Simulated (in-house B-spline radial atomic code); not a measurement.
Values are calculated unless marked as measured or tabulated.
**C6 from the polarisability at imaginary frequency: the beryllium ion Be²⁺**

BP86 linear response of the closed shell 1s2, from an all-electron radial atomic-structure program (B-spline basis); non-relativistic, point nucleus, no spin-orbit coupling.

The dispersion coefficient of two like species is C6 = (3/π) ∫ α(iu)² du from 0 to ∞.

```json
{"u (hartree)": "0", "α(iu) (bohr³)": "0.05486"}
{"u (hartree)": "0.156", "α(iu) (bohr³)": "0.0548"}
{"u (hartree)": "0.364", "α(iu) (bohr³)": "0.05457"}
{"u (hartree)": "0.624", "α(iu) (bohr³)": "0.05402"}
{"u (hartree)": "1.04", "α(iu) (bohr³)": "0.05259"}
{"u (hartree)": "1.56", "α(iu) (bohr³)": "0.05004"}
{"u (hartree)": "2.34", "α(iu) (bohr³)": "0.04522"}
{"u (hartree)": "3.64", "α(iu) (bohr³)": "0.03657"}
{"u (hartree)": "5.2", "α(iu) (bohr³)": "0.02767"}
{"u (hartree)": "7.79", "α(iu) (bohr³)": "0.01777"}
{"u (hartree)": "13", "α(iu) (bohr³)": "0.008576"}
{"u (hartree)": "26", "α(iu) (bohr³)": "0.002619"}
```

(1) Fit one oscillator, α(iu) = α(0)/(1 + u²/ω²), through u = 7.79 and estimate C6.

(2) How does that compare with the full integral?

Results:

(1) From α(0)/α(iu) − 1 = 0.05486/0.01777 − 1 = 2.0872, ω = u/√2.0872 = 5.3920 hartree (146.7 eV). London's formula gives C6 = (3/4) α(0)² ω = 0.75 × 0.05486² × 5.3920 = 0.01217 hartree·bohr⁶, and the oscillator holds f = α(0) ω² = 1.60 electrons, of a sum of oscillator strengths of 2.0.

(2) The program's quadrature over all excitations gives C6 = 0.01195, so the single oscillator is off by +1.9 %. At the last point the fit gives α = 0.00226 against 0.00262: higher excitations, and deeper shells where there are any, keep the true curve higher at large u.
